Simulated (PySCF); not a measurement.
ClH2Si, SMILES [SiH2]Cl (connectivity only; charge and spin as stated), charge +1, multiplicity 1. Geometry optimised at B3LYP-D3(BJ)/def2-TZVP. The multiplicity is an assumed one; other spin states were not compared. The isomer is the one that the SMILES or the coordinates give; other isomers of the formula were not compared.

The numbers are results of B3LYP-D3(BJ)/def2-TZVP in PySCF 2.14.0, not measurements.

Harmonic wavenumbers (cm⁻¹): 623, 664, 695, 943, 2290, 2355. Rotational constants (GHz): 150.4, 7.648, 7.278; symmetry number 2.

**Question.** Work out the zero-point energy and the ideal-gas rigid-rotor harmonic-oscillator thermochemistry at 298.15 K and 1 atm.

**Answer.** ZPE = ½ Σ hcν = ½ × 7570 cm⁻¹ = 45.28 kJ/mol. H − E(el) = 56.34 kJ/mol. Entropy in J/(mol K): translation 160.91, rotation 82.85, vibration 5.00, total 248.76. G − E(el) = -17.83 kJ/mol. Cp = 46.54 J/(mol K).
